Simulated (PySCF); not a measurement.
PySCF input for TeHI, SMILES [TeH]I, TDA-ωB97X/def2-TZVPD. Coordinates come from a PBE0-D3(BJ)/def2-TZVP optimisation. The def2 effective core potentials stand for the cores of I, Te; spin–orbit coupling is left out.

```python
import numpy as np
from pyscf import gto, scf, dft, tdscf

mol = gto.M(
    atom='''
    Te    0.03264235   -1.34258843    0.00000000
    H    -1.62231373   -1.46697968    0.00000000
    I    -0.00141676    1.34493544    0.00000000
    ''',
    basis='def2-TZVPD',
    ecp={'I': 'def2-tzvp', 'Te': 'def2-tzvp'},
    charge=0,
    spin=0,
    symmetry=True,
    max_memory=1600,
    verbose=4,
)
mf = dft.RKS(mol, xc='wb97x').density_fit(auxbasis='def2-universal-jkfit')
mf.grids.level = 3
mf.conv_tol = 1e-9
mf.max_cycle = 100
mf.kernel()
mf.grids = dft.Grids(mol).set(level=1).build(with_non0tab=True)  # coarser grid for the response kernel
td = tdscf.TDA(mf)
td.singlet = True
td.nstates = 10
td.conv_tol = 1e-4
td.kernel(x0=td.get_init_guess(mf, 15))
td.analyze()
tt = tdscf.TDA(mf)
tt.singlet = False
tt.nstates = 4
tt.conv_tol = 1e-4
tt.kernel(x0=tt.get_init_guess(mf, 9))
tt.analyze(verbose=3)
```

It prints:

```
PySCF version 2.14.0

[INPUT] verbose = 4
[INPUT] num. atoms = 3
[INPUT] num. electrons = 50
[INPUT] charge = 0
[INPUT] spin (= nelec alpha-beta = 2S) = 0
[INPUT] symmetry True subgroup None
[INPUT] Mole.unit = angstrom
[INPUT] Symbol           X                Y                Z      unit          X                Y                Z       unit  Magmom
[INPUT]  1 Te     0.032642350000  -1.342588430000   0.000000000000 AA    0.061685101562  -2.537124430710   0.000000000000 Bohr   0.0
[INPUT]  2 H     -1.622313730000  -1.466979680000   0.000000000000 AA   -3.065728637822  -2.772189825502   0.000000000000 Bohr   0.0
[INPUT]  3 I     -0.001416760000   1.344935440000   0.000000000000 AA   -0.002677288384   2.541559636821   0.000000000000 Bohr   0.0

nuclear repulsion = 129.859903697723
point group symmetry = Cs
symmetry origin: [3.38724494e-09 4.99172923e-09 0.00000000e+00]
symmetry axis x: [1.00000000e+00 8.84253001e-10 0.00000000e+00]
symmetry axis y: [-8.84253001e-10  1.00000000e+00  0.00000000e+00]
symmetry axis z: [0. 0. 1.]
num. orbitals of irrep A' = 85
num. orbitals of irrep A" = 42
number of shells = 43
number of NR pGTOs = 216
number of NR cGTOs = 127
basis = def2-TZVPD
ecp = {'I': 'def2-tzvp', 'Te': 'def2-tzvp'}


[settings echo left out]
init E= -481.761254681548
HOMO (A") = -1.2025745549904  LUMO (A') = -1.13816029442467  gap/eV = 1.75280
cycle= 1 E= -564.150485950544  delta_E= -82.4  |g|= 3.96  |ddm|= 34.3
HOMO (A") = -0.0190369353185393  LUMO (A') = 0.0282745672721685  gap/eV = 1.28741
cycle= 2 E= -565.26520839729  delta_E= -1.11  |g|= 3.15  |ddm|= 9.82
HOMO (A") = -0.296688093471685  LUMO (A') = -0.0384959330307675  gap/eV = 7.02577
cycle= 3 E= -566.429007396398  delta_E= -1.16  |g|= 0.293  |ddm|= 3.06
HOMO (A") = -0.308013289794655  LUMO (A') = -0.0308362742539074  gap/eV = 7.54237
cycle= 4 E= -566.438656483362  delta_E= -0.00965  |g|= 0.187  |ddm|= 0.398
HOMO (A") = -0.313484976362018  LUMO (A') = -0.0320339525237969  gap/eV = 7.65867
cycle= 5 E= -566.442928393836  delta_E= -0.00427  |g|= 0.0145  |ddm|= 0.115
HOMO (A") = -0.314777687298531  LUMO (A') = -0.0332117533962037  gap/eV = 7.66180
cycle= 6 E= -566.443052462635  delta_E= -0.000124  |g|= 0.00688  |ddm|= 0.0422
HOMO (A") = -0.314903487440171  LUMO (A') = -0.0329639362972776  gap/eV = 7.67197
cycle= 7 E= -566.443072048055  delta_E= -1.96e-05  |g|= 0.00263  |ddm|= 0.0152
HOMO (A") = -0.314527418837454  LUMO (A') = -0.0325525293531665  gap/eV = 7.67293
cycle= 8 E= -566.44307565252  delta_E= -3.6e-06  |g|= 0.000627  |ddm|= 0.00626
HOMO (A") = -0.314474502077422  LUMO (A') = -0.0325191552098989  gap/eV = 7.67240
cycle= 9 E= -566.443076197181  delta_E= -5.45e-07  |g|= 0.000248  |ddm|= 0.00271
HOMO (A") = -0.314492029302095  LUMO (A') = -0.0325400873409407  gap/eV = 7.67230
cycle= 10 E= -566.44307624753  delta_E= -5.03e-08  |g|= 9.96e-05  |ddm|= 0.000665
HOMO (A") = -0.314497343247383  LUMO (A') = -0.0325500536550969  gap/eV = 7.67218
cycle= 11 E= -566.443076260278  delta_E= -1.27e-08  |g|= 3.64e-05  |ddm|= 0.000398
HOMO (A") = -0.314495544791901  LUMO (A') = -0.0325497206085306  gap/eV = 7.67214
cycle= 12 E= -566.443076262076  delta_E= -1.8e-09  |g|= 1.59e-05  |ddm|= 0.000157
HOMO (A") = -0.314495889117765  LUMO (A') = -0.0325498905393928  gap/eV = 7.67214
cycle= 13 E= -566.443076262272  delta_E= -1.96e-10  |g|= 5.91e-06  |ddm|= 4.39e-05
HOMO (A") = -0.314496266297935  LUMO (A') = -0.032549986106102  gap/eV = 7.67215
Extra cycle  E= -566.443076262304  delta_E= -3.16e-11  |g|= 3.84e-06  |ddm|= 1.52e-05
converged SCF energy = -566.443076262304
tot grids = 18528


******** <class 'pyscf.tdscf.rks.TDA'> for <class 'pyscf.df.df_jk.DFSymAdaptedRKS'> ********
nstates = 10 singlet
deg_eia_thresh = 1.000e-03
wfnsym = None
conv_tol = 0.0001
eigh lindep = 1e-12
eigh level_shift = 0
eigh max_cycle = 100


Excitation energies (eV)
[2.39396215 3.90640532 4.40187294 4.67401643 6.30143813 6.34354172
 6.63636033 6.71631999 6.79472941 6.89900039]

** Singlet excitation energies and oscillator strengths **
Excited State   1:   A"      2.39396 eV    517.90 nm  f=0.0013
      25 -> 26       -0.69550
Excited State   2:   A'      3.90641 eV    317.39 nm  f=0.0054
      24 -> 26        0.69277
Excited State   3:   A"      4.40187 eV    281.66 nm  f=0.0015
      23 -> 26       -0.45925
      25 -> 27       -0.49243
Excited State   4:   A"      4.67402 eV    265.26 nm  f=0.0007
      23 -> 26        0.51752
      25 -> 27       -0.45248
Excited State   5:   A'      6.30144 eV    196.76 nm  f=0.2854
      21 -> 26        0.28929
      22 -> 26        0.57127
      24 -> 27        0.15571
      25 -> 37       -0.15880
Excited State   6:   A"      6.34354 eV    195.45 nm  f=0.0286
      25 -> 28        0.20275
      25 -> 30        0.23923
      25 -> 34        0.59245
Excited State   7:   A'      6.63636 eV    186.83 nm  f=0.0101
      21 -> 26        0.22331
      24 -> 27       -0.60480
      24 -> 28       -0.15511
      25 -> 31        0.10606
      25 -> 35       -0.13218
Excited State   8:   A"      6.71632 eV    184.60 nm  f=0.0872
      23 -> 27        0.15428
      25 -> 28       -0.44714
      25 -> 29       -0.28077
      25 -> 30        0.35628
      25 -> 38       -0.12086
      25 -> 39        0.12582
Excited State   9:   A"      6.79473 eV    182.47 nm  f=0.0193
      23 -> 27        0.14286
      25 -> 28       -0.21096
      25 -> 29        0.60239
      25 -> 30        0.13413
      25 -> 36       -0.11844
Excited State  10:   A'      6.89900 eV    179.71 nm  f=0.1552
      21 -> 26        0.13365
      24 -> 27        0.16491
      25 -> 31        0.64924

** Transition electric dipole moments (AU) **
state          X           Y           Z        Dip. S.      Osc.
  1         0.0000     -0.0000      0.1461      0.0213      0.0013
  2         0.1382     -0.1941     -0.0000      0.0568      0.0054
  3         0.0000     -0.0000     -0.1180      0.0139      0.0015
  4         0.0000     -0.0000     -0.0764      0.0058      0.0007
  5        -0.0107      1.3596      0.0000      1.8487      0.2854
  6         0.0000     -0.0000      0.4287      0.1838      0.0286
  7        -0.1977      0.1519      0.0000      0.0621      0.0101
  8        -0.0000      0.0000      0.7278      0.5298      0.0872
  9        -0.0000      0.0000      0.3407      0.1161      0.0193
 10         0.0706     -0.9557      0.0000      0.9184      0.1552

WARN: ECP detected. Skipping calculation of transition velocity and magnetic dipole moments, which have not yet been implemented.



******** <class 'pyscf.tdscf.rks.TDA'> for <class 'pyscf.df.df_jk.DFSymAdaptedRKS'> ********
nstates = 4 triplet
deg_eia_thresh = 1.000e-03
wfnsym = None
conv_tol = 0.0001
eigh lindep = 1e-12
eigh level_shift = 0
eigh max_cycle = 100


Excitation energies (eV)
[1.80677843 3.34251463 3.90742411 4.12034939]

** Triplet excitation energies and oscillator strengths **
Excited State   1:   A"      1.80678 eV    686.22 nm  f=0.0000
Excited State   2:   A'      3.34251 eV    370.93 nm  f=0.0000
Excited State   3:   A"      3.90742 eV    317.30 nm  f=0.0000
Excited State   4:   A"      4.12035 eV    300.91 nm  f=0.0000
```

The run converged.

Cost: around 110 core-seconds (rough).
